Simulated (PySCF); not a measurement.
Isomers of C7H16OSi.

All values: PBE0/pcSseg-1 (PySCF) at GFN2-xTB geometries, gas phase, one conformer each.

Question: Rank by the lowest IAO charge on any atom, lowest value first.
A. `[CH3:1]/[CH:2]=[C:3](\[CH2:4][OH:5])[C:6]([CH3:7])([CH3:8])[SiH3:9]` with C2–C3–C4–O5 107°, C3–C4–O5–H -62°, C2–C3–C6–C7 -11°
B. `[CH3:1][C:2]([CH3:3])([CH3:4])[Si@@H:5]([OH:6])[CH:7]1[CH2:8][CH2:9]1` with C2–Si5–O6–H 62°, C2–Si5–C7–C8 -156°
C. `[CH3:1][CH2:2][CH2:3][C@@H:4]1[C@H:5]([SiH3:6])[C@@H:7]1[O:8][CH3:9]` with C1–C2–C3–C4 -66°, C2–C3–C4–C5 171°, C5–C7–O8–C9 88°
D. `[CH3:1]/[CH:2]=[C:3](/[O:4][CH3:5])[C:6]([CH3:7])([CH3:8])[SiH3:9]` with C2–C3–O4–C5 0°, C2–C3–C6–C7 59°

Answer: B (-0.784 e), A (-0.525 e), C (-0.451 e), D (-0.411 e).

Question: Rank by dipole moment, lowest first.
A. `[CH3:1][C:2]([CH3:3])([CH3:4])[Si@@H:5]([OH:6])[CH:7]1[CH2:8][CH2:9]1` with C2–Si5–O6–H 62°, C2–Si5–C7–C8 -156°
B. `[CH3:1]/[CH:2]=[C:3](/[O:4][CH3:5])[C:6]([CH3:7])([CH3:8])[SiH3:9]` with C2–C3–O4–C5 0°, C2–C3–C6–C7 59°
C. `[CH3:1]/[CH:2]=[C:3](\[CH2:4][OH:5])[C:6]([CH3:7])([CH3:8])[SiH3:9]` with C2–C3–C4–O5 107°, C3–C4–O5–H -62°, C2–C3–C6–C7 -11°
D. `[CH3:1][CH2:2][CH2:3][C@@H:4]1[C@H:5]([SiH3:6])[C@@H:7]1[O:8][CH3:9]` with C1–C2–C3–C4 -66°, C2–C3–C4–C5 171°, C5–C7–O8–C9 88°
E. `[CH3:1][CH2:2][O:3]/[CH:4]=[C:5](\[SiH3:6])[CH:7]([CH3:8])[CH3:9]` with C1–C2–O3–C4 -170°, C2–O3–C4–C5 -163°, C4–C5–C7–C8 119°

Answer: D (1.23 D), A (1.76 D), B (2.05 D), E (2.44 D), C (2.61 D).

Question: Rank by LUMO energy, highest first.
A. `[CH3:1][CH2:2][CH2:3][C@@H:4]1[CH2:5][O:6][C@H:7]([SiH3:8])[CH2:9]1` with C1–C2–C3–C4 176°, C2–C3–C4–C5 -177°, C3–C4–C5–O6 -150°, C4–C5–O6–C7 6°, C5–O6–C7–Si8 141°, O6–C7–C9–C4 -33°
B. `[CH3:1][CH2:2][CH2:3][C@@H:4]1[C@H:5]([SiH3:6])[C@@H:7]1[O:8][CH3:9]` with C1–C2–C3–C4 -66°, C2–C3–C4–C5 171°, C5–C7–O8–C9 88°
C. `[CH3:1][CH2:2][O:3]/[CH:4]=[C:5](\[SiH3:6])[CH:7]([CH3:8])[CH3:9]` with C1–C2–O3–C4 -170°, C2–O3–C4–C5 -163°, C4–C5–C7–C8 119°
D. `[CH3:1][C:2]([CH3:3])([CH3:4])[Si@@H:5]([OH:6])[CH:7]1[CH2:8][CH2:9]1` with C2–Si5–O6–H 62°, C2–Si5–C7–C8 -156°

Answer: B (1.14 eV), A (0.92 eV), D (0.59 eV), C (0.25 eV).

All values together:

```tsv
SMILES	μ (D)	HOMO (eV)	LUMO (eV)	lowest IAO charge (e)	highest IAO charge (e)	lowest Hirshfeld charge (e)	highest Hirshfeld charge (e)
CCO/C=C(\[SiH3])C(C)C	2.44	-6.39	0.25	-0.423 (C)	+0.584 (Si)	-0.121 (C)	+0.281 (Si)
CCC[C@@H]1[C@H]([SiH3])[C@@H]1OC	1.23	-7.17	1.14	-0.451 (C)	+0.589 (Si)	-0.147 (C)	+0.301 (Si)
C/C=C(/OC)C(C)(C)[SiH3]	2.05	-6.34	1.07	-0.411 (C)	+0.606 (Si)	-0.119 (C)	+0.273 (Si)
CC(C)(C)[Si@@H](O)C1CC1	1.76	-7.35	0.59	-0.784 (O)	+1.127 (Si)	-0.297 (O)	+0.412 (Si)
CCC[C@@H]1CO[C@H]([SiH3])C1	2.10	-6.88	0.92	-0.418 (C/O)	+0.611 (Si)	-0.156 (O)	+0.305 (Si)
C/C=C(\CO)C(C)(C)[SiH3]	2.61	-6.98	0.29	-0.525 (O)	+0.591 (Si)	-0.181 (O)	+0.274 (Si)
```

Conformers: `[CH3:1][CH2:2][O:3]/[CH:4]=[C:5](\[SiH3:6])[CH:7]([CH3:8])[CH3:9]` with C1–C2–O3–C4 -170°, C2–O3–C4–C5 -163°, C4–C5–C7–C8 119°; `[CH3:1][CH2:2][CH2:3][C@@H:4]1[C@H:5]([SiH3:6])[C@@H:7]1[O:8][CH3:9]` with C1–C2–C3–C4 -66°, C2–C3–C4–C5 171°, C5–C7–O8–C9 88°; `[CH3:1]/[CH:2]=[C:3](/[O:4][CH3:5])[C:6]([CH3:7])([CH3:8])[SiH3:9]` with C2–C3–O4–C5 0°, C2–C3–C6–C7 59°; `[CH3:1][C:2]([CH3:3])([CH3:4])[Si@@H:5]([OH:6])[CH:7]1[CH2:8][CH2:9]1` with C2–Si5–O6–H 62°, C2–Si5–C7–C8 -156°; `[CH3:1][CH2:2][CH2:3][C@@H:4]1[CH2:5][O:6][C@H:7]([SiH3:8])[CH2:9]1` with C1–C2–C3–C4 176°, C2–C3–C4–C5 -177°, C3–C4–C5–O6 -150°, C4–C5–O6–C7 6°, C5–O6–C7–Si8 141°, O6–C7–C9–C4 -33°; `[CH3:1]/[CH:2]=[C:3](\[CH2:4][OH:5])[C:6]([CH3:7])([CH3:8])[SiH3:9]` with C2–C3–C4–O5 107°, C3–C4–O5–H -62°, C2–C3–C6–C7 -11°.
